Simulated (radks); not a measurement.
Values are calculated unless marked as measured or tabulated.
Question: The mean radii <r> (bohr) of the occupied orbitals of an atom or ion are listed with their occupations. Code: a radial shooting solver on a logarithmic mesh with Libxc functionals. Model: non-relativistic Kohn-Sham, LDA (Slater exchange, Perdew-Wang correlation), spin-polarised, spherical densities, point nucleus.

| orbital | occ. | <r> |
|---|---|---|
| 1s up | 1 | 0.05924 |
| 1s down | 1 | 0.05924 |
| 2s up | 1 | 0.2709 |
| 2s down | 1 | 0.2705 |
| 2p up | 3 | 0.2372 |
| 2p down | 3 | 0.2368 |
| 3s up | 1 | 0.8203 |
| 3s down | 1 | 0.8237 |
| 3p up | 3 | 0.8606 |
| 3p down | 3 | 0.8668 |
| 3d up | 5 | 1.105 |
| 3d down | 1 | 1.203 |
| 4s up | 1 | 2.932 |
| 4s down | 1 | 3.109 |

Name the element and its charge. Open shells, if any, are filled with parallel spins first.

Answer: Z = 26, iron, charge 0: Fe in [Ar] 3d6 4s2. The 1s radius gives Z: for a bare nucleus <r> = 1.5/Z, 0.05769 bohr for Z = 26, and screening makes it slightly larger (0.05924 here). The occupations add up to 26, and the charge is Z minus that.
